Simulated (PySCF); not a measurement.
# Palladium: highly charged ions in a basis for the neutral atom

Pd⁷⁺ [Kr] 4d3, Pd⁸⁺ [Kr] 4d2. Computed with PySCF 2.14 in aug-cc-pVDZ-PP with ECP28MDF (5s5p4d2f, 54 functions), with a scalar-relativistic core potential. No spin-orbit coupling, so a gap to NIST mixes the basis error with missing relativistic terms.

Changed run: basis of the neutral atom used for a highly charged ion. This setting is unsound on purpose.

| species | method | sound run (hartree) | changed run (hartree) | converged |
| --- | --- | --- | --- | --- |
| Pd⁷⁺ | UHF | not run | -113.83904 | yes |
| Pd⁷⁺ | M06-2X | not run | -114.14935 | yes |
| Pd⁷⁺ | TPSS | not run | -114.26999 | yes |
| Pd⁸⁺ | UHF | not run | -109.40369 | yes |
| Pd⁸⁺ | M06-2X | not run | -109.70154 | yes |
| Pd⁸⁺ | TPSS | not run | -109.82165 | yes |

Ionisation energy of Pd⁷⁺:

```csv
method,changed run (eV),NIST (eV)
UHF,120.69,120 ± 2.1
M06-2X,121.03,120 ± 2.1
TPSS,121.05,120 ± 2.1
```

The contracted functions were made for the neutral atom and can be too rigid for a highly charged ion.
